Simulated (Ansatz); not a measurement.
Basis-set series for C₂H₉GeN (`C[NH][GeH2][CH3]`). Total charge 0; spin multiplicity 1. All single points use the PBE0-D4/def2-TZVP geometry. It is one conformer, not always the lowest.

```csv
functional,basis,functions,energy (Eh),HOMO (eV),LUMO (eV)
PBE0-D4,def2-SVP,119,-2212.59961,-6.28,1.36
PBE0-D4,def2-TZVPP,267,-2213.01638,-6.44,0.84
ωB97M-V,def2-SVP,119,-2212.81338,-8.60,3.06
ωB97M-V,def2-TZVPP,267,-2213.23867,-8.77,2.31
```

(1) Give the rows for def2-QZVPP. (Estimate.)

Answers

(1) Ansatz gave: 
```csv
functional,basis,functions,energy (Eh),HOMO (eV),LUMO (eV)
PBE0-D4,def2-QZVPP,530,-2213.06970,-6.47,0.46
ωB97M-V,def2-QZVPP,530,-2213.29082,-8.80,1.63
```

Positive LUMOs are unbound and depend on the basis. Scalar relativity is left out up to krypton.
